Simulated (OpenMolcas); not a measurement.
# 3d⁶ along the 24-electron sequence

```yaml
Program: OpenMolcas
Method: CASSCF
Basis: ANO-R3
Scalar_Hamiltonian: X2C, finite nucleus
Spin-orbit_coupling: state interaction with AMFI integrals over the reference wave functions, term energies averaged over their components
```

Active space for each ion: 6 electrons in 5 orbitals (3d).

Computed levels in cm-1 above ⁵D₄:

| Level | Fe2+ | Ni4+ | Cu5+ |
| --- | --- | --- | --- |
| ⁵D₃ | 435 | 854 | 1139 |
| ⁵D₂ | 745 | 1447 | 1916 |
| ⁵D₁ | 946 | 1827 | 2411 |
| ⁵D₀ | 1045 | 2012 | 2653 |
| ³H₆ | 22582 | 29587 | 32863 |
| ³H₅ | 22812 | 30009 | 33402 |
| ³H₄ | 22986 | 30305 | 33753 |
| ³P₂(1) | 24729 | 32212 | 35639 |
| ³F₄(1) | 25867 | 33798 | 37473 |
| weight of ⁵D in the lowest level (%) | 100 | 100 | 100 |

Measured, with the error of the calculation in %. Measured levels: Fe2+ from Corliss and Sugar, J. Phys. Chem. Ref. Data 11, 135 (1982); Ni4+ from Corliss and Sugar, J. Phys. Chem. Ref. Data 10, 197 (1981); Cu5+ from Sugar and Musgrove, J. Phys. Chem. Ref. Data 19, 527 (1990).

| Level | Fe2+ | Ni4+ | Cu5+ |
| --- | --- | --- | --- |
| ⁵D₃ | 436 (-0.2) | 890 (-4.0) | 1196 (-4.8) |
| ⁵D₂ | 739 (+0.9) | 1490 (-2.9) | 1987 (-3.6) |
| ⁵D₁ | 932 (+1.5) | 1872 (-2.4) | 2490 (-3.2) |
| ⁵D₀ | 1027 (+1.7) | 2058 (-2.2) | 2733 (-2.9) |
| ³H₆ | 20051 (+12.6) | 27111 (+9.1) | 30418 (+8.0) |
| ³H₅ | 20301 (+12.4) | 27578 (+8.8) | 31009 (+7.7) |
| ³H₄ | 20482 (+12.2) | 27859 (+8.8) | 31288 (+7.9) |
| ³P₂(1) | 19405 (+27.4) | 26153 (+23.2) | 29285 (+21.7) |
| ³F₄(1) | 21462 (+20.5) | 29124 (+16.0) | 32756 (+14.4) |

The fine-structure level ⁵D₀ changes by a factor of 2.54 from Fe2+ to Cu5+. Its fourth root runs 5.69, 6.70, 7.18, with steps per unit of Z of 0.51, 0.48; equal steps would mean a (Z - σ)^4 law with constant σ.

³H₆ changes by a factor of 1.46 over the same range, with steps per unit of Z of +3500, +3280 cm-1.

Without dynamic correlation excited terms often stand tens of per cent too high (terms of higher spin than the ground term too low), and those without a measured partner can miss by more than the paired ones. Some levels mix across a computed gap that differs much from the measured one, so their mixing is not that of the real levels (holds for Cu5+). Computed and measured levels are paired by configuration, term and J; levels that our copy of the source lacks, or whose pairing is in doubt (as where it misses far off the trend of its configuration), stay unpaired and out of the deviations. Levels of configurations outside the active space are missing.

A number in round brackets counts repeated terms of one configuration in the order of the reference energies.
